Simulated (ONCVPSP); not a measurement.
**u(r) = r·R(r): atom against pseudo-atom (boron)**

Columns: radius, all-electron u(r) and pseudo u(r) of the 2p shell (level -8.09 eV) of boron in the configuration [He] 2s2 2p0.5; PBE, scalar-relativistic, ONCV scheme, ONCVPSP 4.0.1.

```
r (bohr)  all-electron  pseudo
   0.163        0.0698  0.0227
   0.325        0.1978  0.0868
   0.488        0.3279  0.1840
   0.650        0.4387  0.2998
   0.813        0.5262  0.4207
   0.975        0.5922  0.5312
   1.138        0.6376  0.6215
   1.300        0.6632  0.6840
   1.463        0.6725  0.7176
   1.625        0.6682  0.7240
   1.788        0.6534  0.7086
   1.950        0.6310  0.6779
   2.113        0.6029  0.6380
   2.275        0.5713  0.5947
   2.438        0.5374  0.5510
   2.600        0.5029  0.5096
   2.763        0.4681  0.4708
   2.925        0.4342  0.4349
   3.088        0.4012  0.4013
   3.250        0.3698  0.3698
   3.413        0.3399  0.3399
   3.575        0.3118  0.3118
   3.738        0.2853  0.2853
   3.900        0.2607  0.2607
   4.063        0.2377  0.2377
   4.225        0.2164  0.2164
```

(1) How many radial nodes do the two functions have?

(2) At about which radius was the pseudo-wave matched?

(3) Is the pseudo-wave norm-conserving?

## Answers

(1) The all-electron 2p function has n − l − 1 = 0; the pseudo-wave has 0.

(2) 3.25 bohr, where the columns begin to agree (steps of 0.16 bohr).

(3) Yes: the ONCV scheme keeps the norm inside the radius equal to the all-electron one, which fixes the energy derivative of the logarithmic derivative at the level.
